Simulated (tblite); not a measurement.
Species: C3H8N2Si.
Structure used (GFN2-xTB), in Å, numbered top down from 1:
```xyz
14
C3H8N2Si angstrom
C     -2.3338   -0.1115   -0.3589
N     -1.0538   -0.4502    0.2303
C      0.0640    0.2259   -0.4061
Si     1.6996   -0.4017    0.3418
C      3.0658    0.5374   -0.5231
N      3.9045    1.1123   -1.0512
H     -3.1227   -0.6329    0.1804
H     -2.3399   -0.4486   -1.3960
H     -2.5496    0.9679   -0.3470
H     -1.0704   -0.2236    1.2203
H     -0.0166    1.3257   -0.3433
H      0.0281   -0.0222   -1.4718
H      1.8105   -0.0553    1.7637
H      1.9135   -1.8238    0.0839
```

Level: GFN2-xTB in tblite, geometry and Hessian alike; calculated harmonic values, unscaled, isolated species. The method is semi-empirical: single wavenumbers can be off by several per cent or more. Modes of hydrogen on silicon can be 10 to 20 % off. One conformer, not necessarily the lowest.

Harmonic wavenumbers (cm⁻¹): 49.0, 72.2, 98.4, 204.6, 241.8, 265.1, 326.2, 363.4, 463.7, 555.3, 615.1, 708.5, 749.9, 756.2, 785.0, 850.6, 990.8, 1081.3, 1128.7, 1160.9, 1226.4, 1288.1, 1406.9, 1422.9, 1479.6, 1488.2, 1499.0, 2230.5, 2288.0, 2352.8, 2794.8, 2857.1, 2942.5, 3001.7, 3020.9, 3354.9.

A = 9278, B = 1113, C = 1021 MHz; mass 100.046 u (most abundant isotopes); point group C1, symmetry number 1.

**Question.** What is the zero-point energy?

**Answer.** ½Σν̃ = 23060 cm⁻¹ = 65.93 kcal/mol.

**Question.** Entropy at 350 K, 1 bar (ideal gas, RRHO, classical rotation)?

**Answer.** Translation 40.54, rotation 28.29, vibration 27.65: S = 96.5 cal/(mol K).

**Question.** And Cp and H(350 K) − H(0)?

**Answer.** Cp = 34.74 cal/(mol K), of which vibrations give 26.79 (their classical limit is 36 R = 71.5); H(350 K) − H(0) = 7.73 kcal/mol without the zero-point energy, 4.95 from vibrations.

**Question.** How do the functions run with temperature in this model?

**Answer.** 
```csv
T (K),S (cal/(mol K)),Cp (cal/(mol K)),H − H(0) (kcal/mol),G − H(0) (kcal/mol),ln q(vib)
150,73.7,20.6,2.16,-8.90,2.60
250,86.0,27.9,4.59,-16.90,4.73
298.15,91.2,31.3,6.02,-21.17,5.74
400,101.3,37.8,9.55,-30.98,7.81
600,118.7,47.9,18.18,-53.03,11.69
900,140.2,58.0,34.18,-91.98,17.01
```

q(vib) and H(0) count from the zero-point level.

**Question.** Which modes carry the vibrational entropy at 350 K?

**Answer.** 49.0 cm⁻¹: 5.17; 72.2 cm⁻¹: 4.41; 98.4 cm⁻¹: 3.80; 204.6 cm⁻¹: 2.39; 241.8 cm⁻¹: 2.08; 265.1 cm⁻¹: 1.91 cal/(mol K); the other 30 give 7.89 together.

**Question.** What must be added to the electronic energy to get the Gibbs energy at 350 K and 1 bar?

**Answer.** ZPE + [H(350 K) − H(0)] − T·S = 65.93 + 7.73 − 33.77 = 39.89 kcal/mol.

**Question.** Blend soft modes into free rotors: weight 1/[1 + (100 cm⁻¹/ν̃)⁴] for the oscillator and the rest for a rotor with moment μB/(μ + B), μ = h/(8π²ν), B = 10⁻⁴⁴ kg m². What vibrational entropy results?

**Answer.** 25.05 cal/(mol K) in place of 27.65, which changes −T·S at 350 K by +0.91 kcal/mol.

Hindered rotation and anharmonicity are outside this model. Other conformers, if any are populated, would add a mixing term that is left out. The structure is chiral; the term R ln 2 for an equal mix with its mirror image is left out.

Time: 0.6 s of wall time. Hardware: one thread, Arm Neoverse N1 (aarch64), no GPU, shared host. The figure is for the frequency step alone.
